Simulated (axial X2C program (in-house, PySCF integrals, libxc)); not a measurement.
## Low determinants of HfCl at the PBE0 level, spin-free

All values were computed with an in-house all-electron X2C program for linear molecules (integrals from PySCF). Spin-free means the one-electron spin-free X2C Hamiltonian. Basis: Hf dyall-cv3z [13s14p9d7f4g], Cl dyall-av3z [9s8p3d2f] (cores contracted in-house); Gaussian nuclei, density fitting, unrestricted open shells. Masses: Hf 179.947 u, Cl 34.969 u.

Search at 2.301 Å (vertical energies from the lowest determinant):

```tsv
ΔE (eV)	state	electrons beyond evenly filled partner blocks	electrons in σ, π, δ, φ
0.00	M_S = 1/2, Λ = 2	δ+α	36 36 13 4
0.33	M_S = 1/2, Λ = 1	π+α	36 37 12 4
0.65	M_S = 3/2, Λ = 0	σα, δ+α, δ-α	35 36 14 4
0.77	M_S = 3/2, Λ = 3	σα, π+α, δ+α	35 37 13 4
0.78	M_S = 1/2, Λ = 0	σα	37 36 12 4
0.87	M_S = 3/2, Λ = 1	σα, π-α, δ+α	35 37 13 4
1.07	M_S = 3/2, Λ = 2	2 × σα, δ+α	36 36 13 4
```

Lowest determinant, M_S = 1/2, Λ = 2 (beyond evenly filled blocks: δ+α): Re = 2.289 Å, ωe = 378.7 cm⁻¹.

The determinant in row 2 of the search, M_S = 1/2, Λ = 1 (beyond evenly filled blocks: π+α), was followed along the bond at PBE0; measured from the minimum of the lowest determinant it gives:

Te = 0.328 eV (2648 cm⁻¹), Re = 2.314 Å, ωe = 365.8 cm⁻¹.

Question: Compare the bond of the determinant in row 2 with that of the lowest one.

Answer: At PBE0 its Re is 0.025 Å longer and its force constant, which goes as ωe², is 0.93 times that of the lowest determinant. T0 ≈ Te + Δωe/2 = 2648 + (-6) = 2642 cm⁻¹.

The search compares states at one distance, so a state with another bond length can lie lower; it is not exhaustive and yields mostly the lowest determinant of each block pattern, so other components and higher states of one pattern are missing. These are energies of single determinants, not of spin-adapted states; PBE0 term energies can be off by some tenths of an eV, and the functional has no current term. The lowest determinant need not be the ground state where others lie within half an eV. Spin–orbit coupling is large for these atoms, so the spin-free order is a model. Row 1 is spin-contaminated (⟨S²⟩ = 0.83 against 0.75), so its values are not those of a pure state.
